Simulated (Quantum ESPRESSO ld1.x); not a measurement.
Question: Coherent X-ray form factor from a spherical all-electron density. Calculated with ld1.x of Quantum ESPRESSO 7.5: Dirac Kohn-Sham, LDA (Slater exchange, VWN5 correlation), spin-unpolarised, spherical densities, point nucleus.

sin(theta)/lambda (1/angstrom),f0 (electrons)
0.05,55.315
0.1,53.402
0.15,50.620
0.2,47.411
0.25,44.156
0.3,41.100
0.4,35.912
0.5,31.788
0.6,28.353
0.8,22.932
1,19.224
1.25,16.245
1.5,14.028
2,10.172

The species is in the configuration that NIST lists as its ground one. Which atom or ion scatters so?

Answer: The praseodymium ion Pr3+, [He] 2s2 2p(1/2: 2, 3/2: 4) 3s2 3p6 3d10 4s2 4p6 4d10 4f2 5s2 5p6. Extrapolating in s^2 from the first two rows gives f0(0) = 56.0, near the electron count 56; among species with that count, the fall with angle is slower the higher Z, and the table is that of Z = 59; from so few rows the species is fixed only to a neighbour or two.
